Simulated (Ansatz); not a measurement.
`COCCOCCOC`, 23 atoms. Charge 0, multiplicity 1. Hardware: A = 5 threads of an AMD EPYC 7R13 on a shared host; B = 5 threads of an AMD EPYC 7R13 on a shared host and a share of an NVIDIA H100 80 GB. Correlated methods freeze the cores.

Q: How many basis functions does each run have, and how long does it take in Ansatz? RHF-CCSD(T)/def2-TZVPP energy [B]; RKS ωB97M-V/def2-QZVPP energy [B]; RKS PBE0-D4/def2-TZVP relaxation (10 steps) [B]; RHF-CCSD(T)/def2-SVP energy [B]; RKS ωB97X-V/def2-TZVPP energy [B]; RKS PBE-QIDH (frozen core)/def2-TZVPP energy [B]; direct RPA on PBE orbitals/def2-TZVPP energy [B]; RKS PBE0-D4/def2-QZVPP energy [B]; RKS PBE0-D4/def2-SVP energy [A]; RKS ωB97M-V/def2-SVP energy [A]; RKS BHLYP-D4/def2-TZVPP energy [B]; RHF-MP2/def2-QZVPP energy [B]. (An estimate is asked.)

A: Computed: Other jobs shared the machine, so times are rough.

```tsv
level	job	functions	wall time	peak host memory (GiB)
RKS PBE0-D4/def2-SVP	energy [A]	196	3.9 s	1.2
RHF-CCSD(T)/def2-SVP	energy [B]	196	4.4 s	1.2
direct RPA on PBE orbitals/def2-TZVPP	energy [B]	475	5.5 s	2.5
RKS BHLYP-D4/def2-TZVPP	energy [B]	475	6.5 s	1.2
RKS ωB97X-V/def2-TZVPP	energy [B]	475	7 s	1.2
RKS PBE0-D4/def2-QZVPP	energy [B]	933	7.5 s	1.5
RKS PBE-QIDH (frozen core)/def2-TZVPP	energy [B]	475	8.5 s	2.5
RHF-MP2/def2-QZVPP	energy [B]	933	8.5 s	1.7
RKS ωB97M-V/def2-SVP	energy [A]	196	8.5 s	1.2
RKS ωB97M-V/def2-QZVPP	energy [B]	933	10 s	1.6
RKS PBE0-D4/def2-TZVP	relaxation (10 steps) [B]	363	36 s	1.2
RHF-CCSD(T)/def2-TZVPP	energy [B]	475	57 s	1.2
```
